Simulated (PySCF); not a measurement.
**A small calculation by hand: entropy of an ideal gas**

CH₄NO, SMILES NC=[OH+], charge +1.

Geometry optimised at B3LYP-D3(BJ)/def2-TZVP. The isomer is the one that the SMILES or the coordinates give; other isomers of the formula were not compared. Other conformers were not sampled.

B3LYP-D3(BJ)/def2-TZVP (PySCF) gives the harmonic wavenumbers 564, 595, 702, 739, 1068, 1091, 1171, 1398, 1438, 1627, 1743, 3200, 3501, 3605, 3673 cm⁻¹ and the rotational temperatures 3.0389, 0.5185, 0.4429 K. The molar mass is 46.05 g/mol, the symmetry number 1, the spin multiplicity 1.

### Question
Work out the entropy at 298.15 K and 1 atm in the rigid-rotor, harmonic-oscillator model.

### Answer

Translation (Sackur–Tetrode at 1 atm): S = R[1.5 ln M + 2.5 ln T − 1.16487] = 156.5 J/(mol K).
Rotation: q = (√π/σ) T^1.5/√(θA θB θC) = 10900, S = R[ln q + 3/2] = 89.8 J/(mol K).
Vibration: with u = 1.4388 ν/T, each mode gives R[u/(e^u − 1) − ln(1 − e^−u)]:
```json
[
 {"ν (cm⁻¹)": "564", "modes": "1", "u": "2.72", "S (J/(mol K))": "2.16"},
 {"ν (cm⁻¹)": "595", "modes": "1", "u": "2.87", "S (J/(mol K))": "1.92"},
 {"ν (cm⁻¹)": "702", "modes": "1", "u": "3.39", "S (J/(mol K))": "1.27"},
 {"ν (cm⁻¹)": "739", "modes": "1", "u": "3.57", "S (J/(mol K))": "1.10"},
 {"ν (cm⁻¹)": "1068", "modes": "1", "u": "5.15", "S (J/(mol K))": "0.30"},
 {"ν (cm⁻¹)": "1091", "modes": "1", "u": "5.26", "S (J/(mol K))": "0.27"},
 {"ν (cm⁻¹)": "1171", "modes": "1", "u": "5.65", "S (J/(mol K))": "0.19"},
 {"ν (cm⁻¹)": "1398", "modes": "1", "u": "6.75", "S (J/(mol K))": "0.08"},
 {"ν (cm⁻¹)": "1438", "modes": "1", "u": "6.94", "S (J/(mol K))": "0.06"},
 {"ν (cm⁻¹)": "1627", "modes": "1", "u": "7.85", "S (J/(mol K))": "0.03"},
 {"ν (cm⁻¹)": "1743", "modes": "1", "u": "8.41", "S (J/(mol K))": "0.02"}
]
```
The stiffer modes add less than 0.005 each. Sum 7.4 J/(mol K).
Spin: R ln 1 = 0.0 J/(mol K).
Total 253.7 J/(mol K); the program's own thermochemistry gives 253.7. Translation makes up 62 % and vibration 3 %. Anharmonicity, hindered rotation and orbital degeneracy are left out.
